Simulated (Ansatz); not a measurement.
Computed with Ansatz on PBE0-D4/def2-TZVP structures; ΔE is electronic, products minus reactants. CBS: MP2 limit from def2 TZ/QZ plus the TZ coupled-cluster correction, frozen cores. This one scheme is used for every species. DFT in def2-TZVPP. B3LYP here is the variant with VWN-RPA as its local correlation; programs differ in this. Each species was taken in one conformer, which may not be the lowest.

Consider the ligand exchange at a B–C bond: `B/C=C/CF` + `C[SiH](O)F` → `BO[SiH](C)F` + `C=CCF`.

```
             level  ΔE (kJ/mol)  difference from CCSD(T)/CBS
            PBE-D4        -98.7                          9.0
         r2SCAN-D4       -103.6                          4.1
           PBE0-D4       -101.1                          6.6
          B3LYP-D4       -108.2                         -0.5
           ωB97X-V       -107.8                         -0.1
           ωB97M-V       -107.7                          0.0
            B2PLYP       -108.4                         -0.7
               PBE        -98.4                          9.3
            r2SCAN       -103.5                          4.2
              PBE0       -100.9                          6.8
             B3LYP       -107.8                         -0.1
     HF/def2-TZVPP       -116.1                         -8.4
    MP2/def2-TZVPP       -106.2                          1.5
SCS-MP2/def2-TZVPP       -109.6                         -1.9
   CCSD/def2-TZVPP       -110.5                         -2.8
CCSD(T)/def2-TZVPP       -108.9                         -1.2
     HF/def2-QZVPP       -117.2                         -9.5
    MP2/def2-QZVPP       -105.9                          1.8
SCS-MP2/def2-QZVPP       -109.2                         -1.5
      HF/CBS(def2)       -117.3                         -9.6
     MP2/CBS(def2)       -105.0                          2.7
    CCSD/CBS(def2)       -109.2                         -1.5
       CCSD(T)/CBS       -107.7                            0
```

Largest T1 diagnostic among the species: 0.012.

In def2-TZVPP, CCSD(T) changes the Hartree–Fock value by +7.2 kJ/mol (the triples alone add +1.5 kJ/mol) and MP2 by +9.9 kJ/mol.
